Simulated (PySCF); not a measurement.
H2O3Si, SMILES O=[Si](O)O. Atoms are numbered in the order given.

```xyz
6

Si     0.0000     0.0000    -0.1275
O      0.0000     0.0000    -1.6555
O      0.0000     1.2842     0.8839
O      0.0000    -1.2842     0.8839
H      0.0000     2.1444     0.4433
H      0.0000    -2.1444     0.4433
```

Coordinates come from a B3LYP-D3(BJ)/def2-SVP optimisation. The values are those of a single conformer.

Two levels are set side by side: PBE/pcSseg-2 (PySCF) and KT2/pcSseg-2 (PySCF). GIAO shifts against H2O (¹⁷O), TMS (²⁹Si), TMS (¹H) at the same level; non-relativistic, no solvent, atoms listed together averaged. Differences are taken from unrounded values.

```json
[
 {"quantity": "δ(²⁹Si) of Si1 (ppm)", "KT2": "-18.9"},
 {"quantity": "δ(¹⁷O) of O2 (ppm)", "KT2": "163.3"},
 {"quantity": "δ(¹⁷O) of O3, O4 (ppm)", "KT2": "66.5"},
 {"quantity": "δ(¹H) of H5, H6 (ppm)", "KT2": "2.86"}
]
```

Task: What does PBE give, and how far is it from KT2? (Estimate from the structure and the level; the computed values follow.)

Result: 
| quantity | PBE | PBE minus KT2 |
|---|---|---|
| δ(²⁹Si) of Si1 (ppm) | -21.0 | -2.1 |
| δ(¹⁷O) of O2 (ppm) | 164.1 | 0.8 |
| δ(¹⁷O) of O3, O4 (ppm) | 69.2 | 2.7 |
| δ(¹H) of H5, H6 (ppm) | 2.81 | -0.05 |

Rough cost on one machine, each run with all the roots and properties that it gave: KT2 against PBE within a factor of 2.
